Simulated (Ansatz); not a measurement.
Relaxation of CH₆B₂OS (11 atoms, charge 0, multiplicity 1), to a largest force component of 0.015 eV/Å in at most 40 steps.

Method: RKS LDA/def2-SVP in Ansatz 0.2.0.

```xyz
11
Properties=species:S:1:pos:R:3
B -0.885 0.928 1.230
C -0.071 -0.356 1.076
S 1.514 0.018 0.296
B 0.993 0.038 -1.477
O 0.927 -1.210 -2.275
H -1.259 1.373 2.286
H -1.241 1.572 0.259
H -0.589 -1.097 0.486
H 0.118 -0.746 2.134
H 0.530 1.035 -1.930
H 0.029 -1.612 -2.065
```

Task: Where does it end, and by what steps?

Result: The run converged. After 24 steps the energy has fallen by 2.417 eV; H11 moved furthest, 1.79 Å. Joined: B1–S3.

| step | energy less start (eV) | largest force component (eV/Å) | accepted |
| --- | --- | --- | --- |
| 0 | 0.0000 | 3.502 | yes |
| 1 | -0.3589 | 1.850 | yes |
| 2 | -0.5709 | 1.593 | yes |
| 3 | -0.9294 | 1.661 | yes |
| 4 | -1.3557 | 2.285 | yes |
| 5 | -1.6789 | 2.419 | yes |
| 6 | -2.1062 | 1.044 | yes |
| 7 | -2.2457 | 0.452 | yes |
| 8 | -2.2082 | 0.786 | no |
| 9 | -2.2809 | 0.109 | yes |
| 10 | -2.2898 | 0.110 | yes |
| 11 | -2.3009 | 0.246 | yes |
| 12 | -2.3118 | 0.548 | yes |
| 13 | -2.3284 | 0.638 | yes |
| 14 | -2.3504 | 0.462 | yes |
| 15 | -2.3512 | 0.544 | yes |
| 16 | -2.3749 | 0.325 | yes |
| 17 | -2.3923 | 0.457 | yes |
| 18 | -2.4058 | 0.203 | yes |
| 19 | -2.4121 | 0.122 | yes |
| 20 | -2.4154 | 0.107 | yes |
| 21 | -2.4163 | 0.041 | yes |
| 22 | -2.4165 | 0.030 | yes |
| 23 | -2.4166 | 0.019 | yes |
| 24 | -2.4166 | 0.011 | yes |

```xyz
11
Properties=species:S:1:pos:R:3
B -0.896 0.485 0.864
C 0.065 -0.696 1.118
S 1.082 0.702 0.419
B 0.997 0.257 -1.389
O -0.085 -0.323 -1.889
H -1.192 1.254 1.759
H -1.587 0.520 -0.157
H 0.114 -1.582 0.456
H 0.436 -0.901 2.139
H 1.967 0.515 -2.075
H -0.835 -0.288 -1.225
```

Run time: 38 s on 2 threads of Arm Neoverse V1, on a shared host, peak memory 0.15 GiB.
